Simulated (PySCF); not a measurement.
Simulation results for C$_{2}$H$_{6}$Al, C$_{2}$H$_{6}$AlCl, C$_{2}$H$_{5}$AlO, C$_{2}$H$_{5}$AlF and others

Calculation on a computer-drawn molecule: the log of a Hartree-Fock and frozen-core CCSD(T) single point meant for a local Hartree-Fock minimum, with one planted fault or none, to be diagnosed. Offsets are logged minus clean, where the clean run is the same molecule without the fault. The reference is restricted for singlets and unrestricted otherwise, and also for a bond in bohr or an excited solution. Adding or removing an electron swaps singlet and doublet. The excited solution moves the top pair (singlet) or top alpha electron (doublet) to the lowest empty orbital. Highest occupied and lowest empty are orbital energies over both spins, largest force is the largest gradient component, triples share is (T) over the correlation energy, the T1 limit is 0.02 restricted and 0.045 unrestricted, electrons count all cores, a negative frequency is imaginary (commonest isotopes), and the dipole is about the centre of nuclear charge. Program: PySCF 2.14.0.

Common to all runs: meant charge 0; meant basis cc-pV(D+d)Z; logged SCF converged yes; possible faults no fault, one electron removed, one electron added, multiplicity raised by two, geometry at a saddle point, SCF held on an excited solution, minimal basis STO-3G, one bond length entered in bohr, all coordinates scaled.

(1) 
```xyz
9
formula=C2H6Al meant_multiplicity=2 logged_electrons=31 logged_basis_functions=81 logged_spin_squared=3.7644 logged_highest_occupied=-5.5053 logged_lowest_empty=-1.6495 logged_largest_force=0.0937 logged_T1_diagnostic=0.038222 logged_D1_diagnostic=0.21025 logged_triples_share=0.030015 logged_CC_converged=yes logged_dipole_magnitude=5.0084 logged_SCF_stable_within_its_kind=yes logged_energy_HF=-320.96435 logged_energy_CCSD(T)=-321.34933 planted_fault=multiplicity_raised_by_two HF_energy_offset_from_clean_run=90.23 CCSD(T)_energy_offset_from_clean_run=98.3
C     -0.3621    -0.8186    -1.0631
C      1.0853    -0.6070    -0.5900
Al     1.9110    -2.1004     0.4313
H     -0.4474    -1.6889    -1.7196
H     -1.0397    -0.9868    -0.2216
H     -0.7396     0.0460    -1.6175
H      1.1505     0.2981     0.0297
H      1.7351    -0.3949    -1.4507
H      1.0662    -3.4334     0.6875
```

Units: logged_highest_occupied, logged_lowest_empty in eV; logged_largest_force in hartree/bohr; logged_dipole_magnitude in debye; logged_energy_HF, logged_energy_CCSD(T) in hartree; HF_energy_offset_from_clean_run, CCSD(T)_energy_offset_from_clean_run in kcal/mol.

Drawn bonds:
```
atom  other atom  order
   1           2      1
   2           3      1
   1           4      1
   1           5      1
   1           6      1
   2           7      1
   2           8      1
   3           9      1
```

(2) 
```xyz
10
formula=C2H6AlCl meant_multiplicity=1 logged_electrons=48 logged_basis_functions=104 logged_spin_squared=0 logged_highest_occupied=-10.844 logged_lowest_empty=1.6276 logged_largest_force=3.257e-05 logged_lowest_frequency=40.578 logged_T1_diagnostic=0.0089406 logged_D1_diagnostic=0.024605 logged_triples_share=0.025304 logged_CC_converged=yes logged_dipole_magnitude=2.1264 logged_SCF_stable_within_its_kind=yes logged_energy_HF=-780.73134 logged_energy_CCSD(T)=-781.2913 planted_fault=no_fault HF_energy_offset_from_clean_run=0 CCSD(T)_energy_offset_from_clean_run=0
C     -2.5158    -0.7571     0.0729
C     -1.5353    -0.4955    -1.0803
Al    -0.3607     1.0681    -0.9699
Cl    -0.4572     2.3578     0.7148
H     -3.1136    -1.6549    -0.1048
H     -1.9923    -0.8938     1.0221
H     -3.2083     0.0770     0.2083
H     -2.0848    -0.4102    -2.0290
H     -0.8839    -1.3694    -1.2255
H      0.6859     1.4508    -2.0784
```

Units: logged_highest_occupied, logged_lowest_empty in eV; logged_largest_force in hartree/bohr; logged_lowest_frequency in cm⁻¹; logged_dipole_magnitude in debye; logged_energy_HF, logged_energy_CCSD(T) in hartree; HF_energy_offset_from_clean_run, CCSD(T)_energy_offset_from_clean_run in kcal/mol.

Drawn bonds:
```
atom  other atom  order
   1           2      1
   2           3      1
   3           4      1
   1           5      1
   1           6      1
   1           7      1
   2           8      1
   2           9      1
   3          10      1
```

(3) 
```xyz
10
formula=C2H6AlCl meant_multiplicity=1 logged_electrons=48 logged_basis_functions=104 logged_spin_squared=0 logged_highest_occupied=-3.2824 logged_lowest_empty=-5.6695 logged_largest_force=0.1626 logged_CC_converged=no logged_dipole_magnitude=7.7705 logged_SCF_stable_within_its_kind=no logged_energy_HF=-780.17753 planted_fault=SCF_held_on_an_excited_solution HF_energy_offset_from_clean_run=347.5
C     -2.5158    -0.7571     0.0729
C     -1.5353    -0.4955    -1.0803
Al    -0.3607     1.0681    -0.9699
Cl    -0.4572     2.3578     0.7148
H     -3.1136    -1.6549    -0.1048
H     -1.9923    -0.8938     1.0221
H     -3.2083     0.0770     0.2083
H     -2.0848    -0.4102    -2.0290
H     -0.8839    -1.3694    -1.2255
H      0.6859     1.4508    -2.0784
```

Units: logged_highest_occupied, logged_lowest_empty in eV; logged_largest_force in hartree/bohr; logged_dipole_magnitude in debye; logged_energy_HF in hartree; HF_energy_offset_from_clean_run in kcal/mol.

Drawn bonds:
```
atom  other atom  order
   1           2      1
   2           3      1
   3           4      1
   1           5      1
   1           6      1
   1           7      1
   2           8      1
   2           9      1
   3          10      1
```

Notes: CCSD not converged.

(4) 
```xyz
9
formula=C2H5AlO meant_multiplicity=1 logged_electrons=38 logged_basis_functions=90 logged_spin_squared=0 logged_highest_occupied=-10.509 logged_lowest_empty=1.7512 logged_largest_force=2.59e-05 logged_lowest_frequency=131.4 logged_T1_diagnostic=0.023805 logged_D1_diagnostic=0.065814 logged_triples_share=0.033496 logged_CC_converged=yes logged_dipole_magnitude=6.4659 logged_SCF_stable_within_its_kind=yes logged_energy_HF=-395.41166 logged_energy_CCSD(T)=-396.00943 planted_fault=no_fault HF_energy_offset_from_clean_run=0 CCSD(T)_energy_offset_from_clean_run=0
C      0.3813     0.4479     0.1608
C     -1.1011     0.3317     0.5598
Al    -2.3975     0.4826    -0.8956
O     -3.4525     0.6023    -2.0586
H      0.6714    -0.3317    -0.5470
H      0.6005     1.4121    -0.3030
H      1.0258     0.3514     1.0371
H     -1.2875    -0.6277     1.0550
H     -1.3578     1.1008     1.2967
```

Units: logged_highest_occupied, logged_lowest_empty in eV; logged_largest_force in hartree/bohr; logged_lowest_frequency in cm⁻¹; logged_dipole_magnitude in debye; logged_energy_HF, logged_energy_CCSD(T) in hartree; HF_energy_offset_from_clean_run, CCSD(T)_energy_offset_from_clean_run in kcal/mol.

Drawn bonds:
```
atom  other atom  order
   1           2      1
   2           3      1
   3           4      2
   1           5      1
   1           6      1
   1           7      1
   2           8      1
   2           9      1
```

Notes: T1 above single-reference limit.

(5) 
```xyz
9
formula=C2H5AlO meant_multiplicity=1 logged_electrons=38 logged_basis_functions=90 logged_spin_squared=0.7206 logged_highest_occupied=-10.536 logged_lowest_empty=1.089 logged_largest_force=0.019638 logged_T1_diagnostic=0.058115 logged_D1_diagnostic=0.25461 logged_triples_share=0.040853 logged_CC_converged=yes logged_dipole_magnitude=6.3186 logged_SCF_stable_within_its_kind=yes logged_energy_HF=-395.29014 logged_energy_CCSD(T)=-395.88424 planted_fault=one_bond_length_entered_in_bohr,row_7_of_the_drawn_bonds HF_energy_offset_from_clean_run=76.26 CCSD(T)_energy_offset_from_clean_run=78.56
C      0.3813     0.4479     0.1608
C     -1.1011     0.3317     0.5598
Al    -2.3975     0.4826    -0.8956
O     -3.4525     0.6023    -2.0586
H      0.6714    -0.3317    -0.5470
H      0.6005     1.4121    -0.3030
H      1.0258     0.3514     1.0371
H     -1.4533    -1.4813     1.4956
H     -1.3578     1.1008     1.2967
```

Units: logged_highest_occupied, logged_lowest_empty in eV; logged_largest_force in hartree/bohr; logged_dipole_magnitude in debye; logged_energy_HF, logged_energy_CCSD(T) in hartree; HF_energy_offset_from_clean_run, CCSD(T)_energy_offset_from_clean_run in kcal/mol.

Drawn bonds:
```
atom  other atom  order
   1           2      1
   2           3      1
   3           4      2
   1           5      1
   1           6      1
   1           7      1
   2           8      1
   2           9      1
```

Notes: T1 above single-reference limit.

(6) 
```xyz
9
formula=C2H5AlO meant_multiplicity=1 logged_electrons=38 logged_basis_functions=90 logged_spin_squared=2.0111 logged_highest_occupied=-5.5157 logged_lowest_empty=0.46149 logged_largest_force=0.10062 logged_T1_diagnostic=0.013562 logged_D1_diagnostic=0.04272 logged_triples_share=0.026688 logged_CC_converged=yes logged_dipole_magnitude=1.7704 logged_SCF_stable_within_its_kind=yes logged_energy_HF=-395.322 logged_energy_CCSD(T)=-395.86509 planted_fault=multiplicity_raised_by_two HF_energy_offset_from_clean_run=56.27 CCSD(T)_energy_offset_from_clean_run=90.58
C      0.3813     0.4479     0.1608
C     -1.1011     0.3317     0.5598
Al    -2.3975     0.4826    -0.8956
O     -3.4525     0.6023    -2.0586
H      0.6714    -0.3317    -0.5470
H      0.6005     1.4121    -0.3030
H      1.0258     0.3514     1.0371
H     -1.2875    -0.6277     1.0550
H     -1.3578     1.1008     1.2967
```

Units: logged_highest_occupied, logged_lowest_empty in eV; logged_largest_force in hartree/bohr; logged_dipole_magnitude in debye; logged_energy_HF, logged_energy_CCSD(T) in hartree; HF_energy_offset_from_clean_run, CCSD(T)_energy_offset_from_clean_run in kcal/mol.

Drawn bonds:
```
atom  other atom  order
   1           2      1
   2           3      1
   3           4      2
   1           5      1
   1           6      1
   1           7      1
   2           8      1
   2           9      1
```

(7) 
```xyz
9
formula=C2H5AlF meant_multiplicity=2 logged_electrons=39 logged_basis_functions=29 logged_spin_squared=0.7668 logged_highest_occupied=-7.9023 logged_lowest_empty=7.3726 logged_largest_force=0.032111 logged_T1_diagnostic=0.013708 logged_D1_diagnostic=0.058758 logged_triples_share=0.023403 logged_CC_converged=yes logged_dipole_magnitude=0.76533 logged_SCF_stable_within_its_kind=yes logged_energy_HF=-414.77747 logged_energy_CCSD(T)=-414.95673 planted_fault=minimal_basis_STO-3G HF_energy_offset_from_clean_run=3311 CCSD(T)_energy_offset_from_clean_run=3553
C      0.2508     0.2216    -0.5004
C     -0.2292     0.9002     0.7587
Al    -1.7833     0.4492     1.7887
F     -2.1105     1.3441     3.1452
H      0.3045     0.9332    -1.3316
H     -0.3951    -0.6026    -0.8108
H      1.2612    -0.1802    -0.3665
H      0.4092     1.7267     1.0740
H     -2.7780    -0.7153     1.4400
```

Units: logged_highest_occupied, logged_lowest_empty in eV; logged_largest_force in hartree/bohr; logged_dipole_magnitude in debye; logged_energy_HF, logged_energy_CCSD(T) in hartree; HF_energy_offset_from_clean_run, CCSD(T)_energy_offset_from_clean_run in kcal/mol.

Drawn bonds:
```
atom  other atom  order
   1           2      1
   2           3      1
   3           4      1
   1           5      1
   1           6      1
   1           7      1
   2           8      1
   3           9      1
```

(8) 
```xyz
9
formula=C2H5AlF meant_multiplicity=2 logged_electrons=40 logged_basis_functions=90 logged_spin_squared=0 logged_highest_occupied=-0.88762 logged_lowest_empty=7.9242 logged_largest_force=0.05199 logged_T1_diagnostic=0.014295 logged_D1_diagnostic=0.052953 logged_triples_share=0.026824 logged_CC_converged=yes logged_dipole_magnitude=0.4833 logged_SCF_stable_within_its_kind=yes logged_energy_HF=-420.03116 logged_energy_CCSD(T)=-420.64232 planted_fault=one_electron_added HF_energy_offset_from_clean_run=14.31 CCSD(T)_energy_offset_from_clean_run=-15.1
C      0.2508     0.2216    -0.5004
C     -0.2292     0.9002     0.7587
Al    -1.7833     0.4492     1.7887
F     -2.1105     1.3441     3.1452
H      0.3045     0.9332    -1.3316
H     -0.3951    -0.6026    -0.8108
H      1.2612    -0.1802    -0.3665
H      0.4092     1.7267     1.0740
H     -2.7780    -0.7153     1.4400
```

Units: logged_highest_occupied, logged_lowest_empty in eV; logged_largest_force in hartree/bohr; logged_dipole_magnitude in debye; logged_energy_HF, logged_energy_CCSD(T) in hartree; HF_energy_offset_from_clean_run, CCSD(T)_energy_offset_from_clean_run in kcal/mol.

Drawn bonds:
```
atom  other atom  order
   1           2      1
   2           3      1
   3           4      1
   1           5      1
   1           6      1
   1           7      1
   2           8      1
   3           9      1
```

(9) 
```xyz
10
formula=C2H6AlO meant_multiplicity=2 logged_electrons=39 logged_basis_functions=95 logged_spin_squared=0.7588 logged_highest_occupied=-8.1039 logged_lowest_empty=1.0423 logged_largest_force=2.438e-05 logged_lowest_frequency=172.93 logged_T1_diagnostic=0.020334 logged_D1_diagnostic=0.092458 logged_triples_share=0.02649 logged_CC_converged=yes logged_dipole_magnitude=0.30419 logged_SCF_stable_within_its_kind=yes logged_energy_HF=-395.97073 logged_energy_CCSD(T)=-396.55199 planted_fault=no_fault HF_energy_offset_from_clean_run=0 CCSD(T)_energy_offset_from_clean_run=0
C      0.4554    -0.4191     0.7469
C     -0.5029     0.6794     1.1049
O      0.0446     1.4602     2.0783
Al    -2.2438     0.9839     0.3429
H      0.6776    -1.0324     1.6263
H      1.4043     0.0019     0.3987
H      0.0550    -1.0659    -0.0348
H     -0.5453     2.1592     2.3184
H     -3.0633     2.2216     0.8998
H     -2.7943     0.0237    -0.7822
```

Units: logged_highest_occupied, logged_lowest_empty in eV; logged_largest_force in hartree/bohr; logged_lowest_frequency in cm⁻¹; logged_dipole_magnitude in debye; logged_energy_HF, logged_energy_CCSD(T) in hartree; HF_energy_offset_from_clean_run, CCSD(T)_energy_offset_from_clean_run in kcal/mol.

Drawn bonds:
```
atom  other atom  order
   1           2      1
   2           3      1
   2           4      1
   1           5      1
   1           6      1
   1           7      1
   3           8      1
   4           9      1
   4          10      1
```

(10) 
```xyz
9
formula=C2H5AlSi meant_multiplicity=1 logged_electrons=43 logged_basis_functions=99 logged_spin_squared=0.814 logged_highest_occupied=-13.223 logged_lowest_empty=-5.4783 logged_largest_force=0.01886 logged_T1_diagnostic=0.021618 logged_D1_diagnostic=0.083206 logged_triples_share=0.038424 logged_CC_converged=yes logged_dipole_magnitude=4.142 logged_SCF_stable_within_its_kind=yes logged_energy_HF=-609.18908 logged_energy_CCSD(T)=-609.65218 planted_fault=one_electron_removed HF_energy_offset_from_clean_run=148.5 CCSD(T)_energy_offset_from_clean_run=170.1
C     -0.8356    -0.9746    -1.0638
C     -0.6726     0.4100    -0.4391
Al     0.1767     1.9327    -1.3842
Si    -1.1979     0.8096     1.1355
H     -1.3247    -1.6985    -0.4063
H     -1.4283    -0.9239    -1.9822
H      0.1350    -1.3974    -1.3406
H     -1.0023     2.1723     1.6647
H     -1.8657    -0.0866     2.1011
```

Units: logged_highest_occupied, logged_lowest_empty in eV; logged_largest_force in hartree/bohr; logged_dipole_magnitude in debye; logged_energy_HF, logged_energy_CCSD(T) in hartree; HF_energy_offset_from_clean_run, CCSD(T)_energy_offset_from_clean_run in kcal/mol.

Drawn bonds:
```
atom  other atom  order
   1           2      1
   2           3      1
   2           4      2
   1           5      1
   1           6      1
   1           7      1
   4           8      1
   4           9      1
```
